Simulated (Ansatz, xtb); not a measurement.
# Relative energy of two structures of BGeH8NSi

Structure X: a singlet given by its coordinates. Structure Y: `[BH2][GeH2][SiH2]N`, a singlet. Both are isolated molecules in the gas phase, relaxed with PBE-D3(BJ)/def2-SVP; the shapes shown needn't be the lowest conformers.

X (Å):

```xyz
12

B     1.2502   -3.0348    0.4646
Ge    1.6652   -2.6082    2.5113
N    -0.0921   -0.1419   -0.1544
Si    1.2447   -1.2063   -0.1051
H     2.2428   -3.6100    0.0386
H     0.1644   -3.5930    0.4117
H     2.4310   -0.2945   -0.3003
H    -0.0246    0.8726   -0.2591
H    -1.0546   -0.4677   -0.0365
H     2.8629   -1.6421    2.7867
H     2.0288   -3.9521    3.2082
H     0.4534   -1.9957    3.2805
```

Close contacts (Å): B1–Ge2 2.13, B1–Si4 1.92, Ge2–Si4 3.00, N3–Si4 1.71, B1–H5 1.22, B1–H6 1.22, Ge2–H10 1.56, Ge2–H11 1.56, Ge2–H12 1.56, N3–H8 1.02, N3–H9 1.02, Si4–H7 1.51.

Y (Å):

```xyz
12

B     0.6913   -3.9787    0.3558
Ge    0.2909   -2.0508   -0.1363
N     1.6007   -0.5434    2.8197
Si    1.9010   -0.6906    1.1012
H     0.2775   -4.4448    1.4014
H     1.4521   -4.6464   -0.3181
H     0.4524   -1.6957   -1.6423
H    -1.0940   -1.5219    0.3397
H     3.2821   -1.2599    0.9247
H     1.8401    0.6909    0.5052
H     0.7302   -0.0812    3.0999
H     1.7327   -1.3822    3.3930
```

Question: Estimate E(Y) − E(X) at the level CCSD(T)/def2-SVP + ΔMP2/def2-TZVPP.

Answer: Calculated at CCSD(T)/def2-SVP + ΔMP2/def2-TZVPP: E(Y) − E(X) = +21.5 kJ/mol, so structure X lies lower.

How the difference moves with the method:

```tsv
level	geometry	E(Y) − E(X) (kJ/mol)	departure from the last row (kJ/mol)	job, with rough time for the two
PBE-D3(BJ)/def2-SVP	PBE-D3(BJ)/def2-SVP	+52.0	+30.4	optimisation, 72 s
HF/def2-SVP	PBE-D3(BJ)/def2-SVP	−23.7	−45.3	part of the CCSD(T) run
MP2/def2-SVP	PBE-D3(BJ)/def2-SVP	+36.9	+15.3	part of the CCSD(T) run
CCSD(T)/def2-SVP	PBE-D3(BJ)/def2-SVP	+30.3	+8.7	single point
CCSD(T)/def2-SVP + ΔMP2/def2-TZVPP	PBE-D3(BJ)/def2-SVP	+21.5		single point, 39 s
```

HF/def2-SVP puts the two in the other order. The largest departure from CCSD(T)/def2-SVP + ΔMP2/def2-TZVPP is that of HF/def2-SVP, 45.3 kJ/mol. Levels run at GFN2-xTB geometries aren't shown. The last row adds to CCSD(T) the change of the MP2 difference between the two basis sets, here −8.7 kJ/mol.

With thermal terms from frequencies at re-optimised GFN2-xTB minima (ideal gas, soft modes damped towards free rotors, one conformer each, 298.15 K, 1 atm): on the last row, ΔE + ΔZPE = +21.6, ΔH = +23.1, ΔG = +19.6 kJ/mol.

The correlated steps freeze 16 core orbitals; the filled d shell of Ge is correlated, in a basis made for valence electrons. Codes used: Ansatz 0.2.0, xtb 6.7.1; the last row on 2 threads of Intel(R) Xeon(R) 6975P-C (Granite Rapids) on a shared host.
